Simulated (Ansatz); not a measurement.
Reaction (formal loss of a carbene): `CS[SiH2]O[SiH3]` → `[CH2]` (triplet) + `[SiH3]O[SiH2]S`

Calculated with Ansatz (gas phase, PBE0-D4/def2-TZVP geometries, no zero-point term in ΔE). CCSD(T)/CBS adds triple-zeta CCSD(T) − MP2 to the extrapolated MP2 energy (def2 sets, frozen cores). This one scheme is used for every species. Functionals use def2-TZVPP. B3LYP here is the variant with VWN-RPA as its local correlation; programs differ in this. Triplets are unrestricted, without spin–orbit coupling. One conformer a species, not always the lowest.

```json
{"level": "PBE-D4", "ΔE (kJ/mol)": "433.1", "difference from CCSD(T)/CBS": "9.2"}
{"level": "r2SCAN-D4", "ΔE (kJ/mol)": "401.6", "difference from CCSD(T)/CBS": "-22.3"}
{"level": "PBE0-D4", "ΔE (kJ/mol)": "422.6", "difference from CCSD(T)/CBS": "-1.3"}
{"level": "B3LYP-D4", "ΔE (kJ/mol)": "418.4", "difference from CCSD(T)/CBS": "-5.5"}
{"level": "PBE", "ΔE (kJ/mol)": "424.6", "difference from CCSD(T)/CBS": "0.7"}
{"level": "r2SCAN", "ΔE (kJ/mol)": "399.3", "difference from CCSD(T)/CBS": "-24.6"}
{"level": "PBE0", "ΔE (kJ/mol)": "415.2", "difference from CCSD(T)/CBS": "-8.7"}
{"level": "B3LYP", "ΔE (kJ/mol)": "404.8", "difference from CCSD(T)/CBS": "-19.1"}
{"level": "MP2/def2-TZVPP", "ΔE (kJ/mol)": "424.4", "difference from CCSD(T)/CBS": "0.5"}
{"level": "SCS-MP2/def2-TZVPP", "ΔE (kJ/mol)": "424.4", "difference from CCSD(T)/CBS": "0.5"}
{"level": "CCSD/def2-TZVPP", "ΔE (kJ/mol)": "397.3", "difference from CCSD(T)/CBS": "-26.6"}
{"level": "CCSD(T)/def2-TZVPP", "ΔE (kJ/mol)": "409.9", "difference from CCSD(T)/CBS": "-14.0"}
{"level": "HF/def2-QZVPP", "ΔE (kJ/mol)": "271.7", "difference from CCSD(T)/CBS": "-152.2"}
{"level": "MP2/def2-QZVPP", "ΔE (kJ/mol)": "432.5", "difference from CCSD(T)/CBS": "8.6"}
{"level": "SCS-MP2/def2-QZVPP", "ΔE (kJ/mol)": "433.7", "difference from CCSD(T)/CBS": "9.8"}
{"level": "HF/CBS(def2)", "ΔE (kJ/mol)": "271.7", "difference from CCSD(T)/CBS": "-152.2"}
{"level": "CCSD(T)/CBS", "ΔE (kJ/mol)": "423.9", "difference from CCSD(T)/CBS": "0"}
```

Largest T1 diagnostic among the species: 0.011.

In def2-TZVPP, CCSD(T) changes the Hartree–Fock value by +138.5 kJ/mol (the triples alone add +12.7 kJ/mol) and MP2 by +153.0 kJ/mol. From PBE to PBE0 (25 % exact exchange), in def2-TZVPP and without D4, ΔE moves by −9.3 kJ/mol.
